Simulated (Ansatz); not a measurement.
Relaxation of the cluster B4 with RKS PBE-D4/def2-TZVP.

```sh
$ ansatz run in.yaml --threads 4 --pin off --events-out ev --progress --plain --max-ram 3916MiB
```

```yaml
crystal:
  periodic: [false, false, false]
  atoms:
    - {symbol: B, position_ang: [0.235330, -0.142770, -0.232440]}
    - {symbol: B, position_ang: [1.585390, -0.928560, -0.300840]}
    - {symbol: B, position_ang: [-1.113360, 0.652630, -0.415460]}
    - {symbol: B, position_ang: [-0.707370, 0.418700, 0.948750]}
basis:
  gaussian: {orbitals: def2-TZVP}
hamiltonian: {xc: pbe, dispersion: d4}
scf: {lower_state_search: "off"}
output: {orbitals: {seedname: orbitals}}
relax: {f_tol: 0.02, max_steps: 100}
```

It took 1.4 s on 4 threads of Arm Neoverse V2 on a shared host.

Positions (Å) and forces (eV/Å) at steps 1, 2, 3, 4 of 4:

```xyz
4
step=1 energy=-2691.6696 eV
B     0.235   -0.143   -0.232   -2.979    1.747    0.771
B     1.585   -0.929   -0.301    2.123   -1.238   -0.232
B    -1.113    0.653   -0.415   -0.285    0.157   -2.612
B    -0.707    0.419    0.949    1.142   -0.667    2.074
4
step=2 energy=-2691.8857 eV
B     0.213   -0.128   -0.213   -1.139    0.671    0.507
B     1.616   -0.947   -0.314    0.857   -0.502   -0.179
B    -1.120    0.656   -0.442   -0.161    0.090   -1.024
B    -0.708    0.419    0.969    0.443   -0.259    0.695
4
step=3 energy=-2691.9422 eV
B     0.210   -0.124   -0.065    0.503   -0.294   -0.105
B     1.681   -0.987   -0.432   -0.585    0.343    0.138
B    -1.095    0.641   -0.491    0.013   -0.008   -0.149
B    -0.796    0.470    0.988    0.069   -0.040    0.116
4
step=4 energy=-2691.9630 eV
B     0.222   -0.130   -0.059   -0.020    0.011    0.007
B     1.644   -0.966   -0.428   -0.012    0.008    0.002
B    -1.079    0.631   -0.499    0.016   -0.009   -0.011
B    -0.787    0.464    0.987    0.017   -0.010    0.001
```

The restricted singlet is unstable towards broken spin symmetry in Hartree–Fock (as tested in another run); at PBE-D4/def2-TZVP this wasn't settled. Another isomer (singlet) lies 2.47 eV lower at PBE0-D4/def2-TZVP; other spin states weren't run for this one.
